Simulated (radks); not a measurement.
The numbers below are computed, except where a source is named.
Question: These are the eigenvalues of the occupied orbitals of an atom or ion with whole-number occupations (hartree). Code: a radial shooting solver on a logarithmic mesh with Libxc functionals. Model: scalar-relativistic Kohn-Sham, r2SCAN, spin-polarised, spherical densities, finite nucleus; meta-GGA in the generalised Kohn-Sham scheme; Fermi nuclear charge, rms radius of each element as measured or else 0.836 A^(1/3) + 0.57 fm.

orbital  eigenvalue
1s        -2115.859

Which element is it, and in what charge state? The configuration may be excited. Open shells, if any, are filled with parallel spins first.

Answer: Z = 64, gadolinium, charge +62: Gd62+ in [He]. The 1s level, -2115.9 hartree, gives Z - s = 65.1 by -(Z - s)^2/2, which with screening and relativity narrows Z to a few neighbours, and with so few levels the electron count can be read from the list.
